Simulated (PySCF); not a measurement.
Match the calculated data to a structure.

All candidates are C6H7F3Si.

* Triplet: lowest triplet excitation (Tamm–Dancoff): 2.66 eV [TDA PBE0/def2-SVPD]
* UV, first state: lowest singlet excitation: 4.42 eV (281 nm, f = 0.047) [TDDFT PBE0/def2-SVPD]
* Dipole: 1.93 D [PBE0/def2-SVPD]
* Polarisability: 96.8 au [PBE0/def2-SVPD]
* 13C NMR: chemical shifts (computed TMS as zero) by class: 159.3 (1 C), 158.9 (1 C), 135.3 (1 C), 133.4 (1 C), 132.8 (1 C), 45.3 (1 C) ppm [GIAO PBE/pcSseg-1]
* NMR, other nuclei: isotropic shieldings of nuclei other than C and H, by class: 239 (3 F), 376 (1 Si) ppm [GIAO PBE/pcSseg-1]
* Rotational structure: rotational constants A, B, C: 2.753, 0.613, 0.571 GHz [PBE0-D3(BJ)/def2-SVP]

Electronic properties: PySCF, gas phase, density fitting. Levels stand in brackets. Geometry: PBE0-D3(BJ)/def2-SVP, one conformer, isolated molecule. NMR classes are plain means over equivalent atoms (diastereotopic ones count apart unless rotation or inversion swaps them), as if these changed places fast.

Question: Which candidate is it?
A. `FC(F)=C(F)/C=C\[C@@H]1C[SiH2]1`
B. `FC(F)(F)CC1=C[SiH2]C=C1`
C. `CC1=C(C(F)(F)F)C=C[SiH2]1`
D. `FC(F)=C(F)/C=C/[C@@H]1C[SiH2]1`
E. `FC(F)(F)C#CC1C[SiH2]C1`

Answer: B. It is `FC(F)(F)CC1=C[SiH2]C=C1`. Numbering: `[F:1][C:2]([F:3])([F:4])[CH2:5][C:6]1=[CH:7][SiH2:8][CH:9]=[CH:10]1`. Its formula, C6H7F3Si, gives 3 degrees of unsaturation: 1 ring and 2 π bonds in the structure found. 6 carbons fall into 6 classes; from least to most shielded: fully substituted alkene carbon [C6] (159.3 ppm), alkene CH carbon [C10] (158.9 ppm), CF3 carbon [C2] (135.3 ppm), alkene CH carbon [C9] (133.4 ppm), alkene CH carbon [C7] (132.8 ppm), allylic carbon [C5] (45.3 ppm). The other shieldings belong to: 239 ppm, fluorine of a CF3 group [F1/F3/F4]; 376 ppm, SiH2 silicon [Si8]. S1 is mainly HOMO→LUMO (weight 0.98); the largest Löwdin shares of the orbital it empties are 0.26 on an alkene CH carbon, 0.25 on an alkene CH carbon, 0.17 on the fully substituted alkene carbon and 0.17 on an alkene CH carbon, of the orbital it fills 0.19 on an alkene CH carbon, 0.18 on an alkene CH carbon, 0.18 on the fully substituted alkene carbon and 0.17 on an alkene CH carbon. The optimised geometry has point group C1 and is an asymmetric top.

The others, at the same levels:
- `FC(F)=C(F)/C=C\[C@@H]1C[SiH2]1` fails: its computed 13C shifts are 162.1 (1 C), 138.7 (1 C), 137.8 (1 C), 112.1 (1 C), 16.5 (1 C), 4.4 (1 C) ppm, lowest singlet excitation is 4.69 eV (264 nm, f = 0.704) (against 4.42 eV) and static isotropic polarisability is 116.5 au (against 96.8 au).
- `FC(F)(F)C#CC1C[SiH2]C1` fails: it has 5 carbon classes against 6; its computed 13C shifts are 124.6 (1 C), 96.5 (1 C), 74.2 (1 C), 28.8 (1 C), 20.6 (2 C) ppm, lowest singlet excitation is 6.09 eV (204 nm, f = 0.000) (against 4.42 eV) and lowest triplet excitation (Tamm–Dancoff) is 5.02 eV (against 2.66 eV).
- `FC(F)=C(F)/C=C/[C@@H]1C[SiH2]1` fails: its computed 13C shifts are 161.2 (1 C), 136.2 (1 C), 134.9 (1 C), 114.7 (1 C), 20.1 (1 C), 3.0 (1 C) ppm, lowest singlet excitation is 4.80 eV (258 nm, f = 0.825) (against 4.42 eV) and static isotropic polarisability is 118.4 au (against 96.8 au).
- `CC1=C(C(F)(F)F)C=C[SiH2]1` fails: its computed 13C shifts are 156.4 (1 C), 149.1 (1 C), 148.3 (1 C), 133.7 (1 C), 127.0 (1 C), 16.7 (1 C) ppm, rotational constant A is 1.906 GHz (against 2.753 GHz) and smallest rotational constant is 0.674 GHz (against 0.571 GHz).

Each candidate is one conformer, not necessarily the lowest. Dipoles, sizes and rotational constants follow the conformer. The torsions of the flexible species, by atom-mapped SMILES:
- `[F:1][C:2]([F:3])([F:4])[CH2:5][C:6]1=[CH:7][SiH2:8][CH:9]=[CH:10]1`: F1–C2–C5–C6 -62°, C2–C5–C6–C7 -104°
- `[F:1][C:2]([F:3])=[C:4]([F:5])/[CH:6]=[CH:7]\[C@@H:8]1[CH2:9][SiH2:10]1`: C2–C4–C6–C7 180°, C6–C7–C8–C9 -158°
- `[F:1][C:2]([F:3])=[C:4]([F:5])/[CH:6]=[CH:7]/[C@@H:8]1[CH2:9][SiH2:10]1`: C2–C4–C6–C7 -179°, C6–C7–C8–C9 -150°
- `[CH3:1][C:2]1=[C:3]([C:4]([F:5])([F:6])[F:7])[CH:8]=[CH:9][SiH2:10]1`: C2–C3–C4–F5 -115°
